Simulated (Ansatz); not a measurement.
Si2NH7OF4, closed shell: at the end structure of a reaction step.

The input file, in.yaml:

```yaml
crystal:
  periodic: [false, false, false]
  atoms:
    - {symbol: Si, position_ang: [-0.951154, 0.836123, 1.309774]}
    - {symbol: O, position_ang: [0.383871, -0.559122, -0.953848]}
    - {symbol: Si, position_ang: [0.050532, -0.128555, -2.515537]}
    - {symbol: F, position_ang: [-2.128011, 0.593472, 0.298124]}
    - {symbol: F, position_ang: [0.026581, 1.891482, 0.685425]}
    - {symbol: F, position_ang: [-1.551551, 1.489375, 2.612429]}
    - {symbol: H, position_ang: [1.500281, -0.413586, 1.445887]}
    - {symbol: N, position_ang: [-0.153978, -0.596640, 1.799877]}
    - {symbol: H, position_ang: [1.285587, -0.436943, -0.622919]}
    - {symbol: F, position_ang: [2.337605, -0.376712, 0.978903]}
    - {symbol: H, position_ang: [0.125256, 1.343905, -2.700742]}
    - {symbol: H, position_ang: [1.003363, -0.777332, -3.455144]}
    - {symbol: H, position_ang: [-1.327395, -0.602089, -2.779795]}
    - {symbol: H, position_ang: [-0.342792, -0.895909, 2.747159]}
    - {symbol: H, position_ang: [-0.258293, -1.367669, 1.150307]}
basis:
  gaussian: {orbitals: def2-TZVPP}
hamiltonian: {xc: r2scan, dispersion: d4}
```

Run by:

```bash
ansatz run in.yaml --threads 4 --pin off --events-out ev --progress --plain --max-ram 66560MiB --backend cuda --devices 0, --max-vram 37GiB
```

Output of Ansatz 0.2.0:

```
Functional definition: r2SCAN
  name "r2SCAN"
  cite "Furness, Kaplan, Ning, Perdew & Sun, J. Phys. Chem. Lett. 11, 8208 (2020) doi:10.1021/acs.jpclett.0c02405"
  cite "Furness, Kaplan, Ning, Perdew & Sun, J. Phys. Chem. Lett. 11, 9248 (2020) doi:10.1021/acs.jpclett.0c03077"
  parent r2scan
  parameter k0 = 0.174
  parameter k1 = 0.065
  parameter a1 = 4.9479
  exchange = r2scan_x(k0 = k0, k1 = k1, a1 = a1)
  correlation = r2scan_c
1919 factors; their error is unknown
mean field evaluation 1: about -30267.2763 eV, gradient 9.9e1 eV
mean field evaluation 2: about -30241.2849 eV, gradient 1.5e2 eV
mean field evaluation 4: about -30281.7516 eV, gradient 9.1e0 eV
mean field evaluation 8: about -30281.8756 eV, gradient 2.5e-1 eV
mean field evaluation 16: about -30281.8363 eV, gradient 3.7e-4 eV
mean field -30281.83627434 eV, -1112.8369573162 hartree, gradient 2.3e-5 eV, S^2 0.000000; 0 other end points of the search recorded, 0 dependent functions left out
reference -30281.83628838 eV, -1112.8369578322 hartree; 43, 43 occupied and 325, 325 virtual orbitals, 1919 factors
Total energy: -30281.93164597 eV, -1112.8404621590 hartree
```

The run took 4.8 s on 4 CPU threads of an AMD EPYC 7R13 and a share of one NVIDIA H100 (shared host), with 0.9 GiB of host memory at its peak.
